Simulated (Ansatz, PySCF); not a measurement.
Species: SiF2, charge 0, singlet. SiF2 (SMILES F[Si]F).
B3LYP-D3(BJ)/def2-TZVP minimum from Ansatz (a quantum-chemistry and plane-wave program):
```xyz
3

Si     0.0153     0.0127     0.5768
F      1.0240    -0.6902    -0.4611
F     -1.0478     0.6704    -0.4362
```

Atomisation energy term by term, kcal/mol (programs: Ansatz). Open shells are spin-unrestricted; no spin-orbit coupling. Cores are frozen in correlated methods. Rows without X2C or -DK are non-relativistic. CBS(X,Y): correlation extrapolated as X^-3, Hartree-Fock from the larger set (Q,5: extrapolated as (X+1)exp(-9√X)). A bracket is a step between two methods taken in the basis named. 'core' is core correlation in cc-pwCVTZ (1s frozen past Ne), 'X2C' scalar relativity in cc-pVTZ-DK, both at CCSD(T). The restricted determinant of F2Si (F[Si]F, singlet) is unstable towards broken spin symmetry in at least one set run.

| term | basis | kcal/mol |
|---|---|---|
| Hartree-Fock | CBS(cc-pV(Q+d)Z,cc-pV(5+d)Z) | 213.36 |
| CCSD correlation | CBS(cc-pV(Q+d)Z,cc-pV(5+d)Z) | 79.14 |
| (T) | CBS(cc-pV(Q+d)Z,cc-pV(5+d)Z) | 6.94 |
| CCSDT(Q) - CCSD(T) | cc-pV(T+d)Z | -0.12 |
| core correlation | cc-pwCVTZ | 0.46 |
| scalar relativity | X2C, cc-pVTZ-DK | -0.58 |
| minus zero-point energy | Hessian by PySCF at B3LYP-D3(BJ)/def2-TZVP | -2.89 |
| sum: D0 |  | 296.3 |

The step beyond CCSD(T) by other levels: CCSDT(Q) in cc-pV(D+d)Z 0.52 kcal/mol.
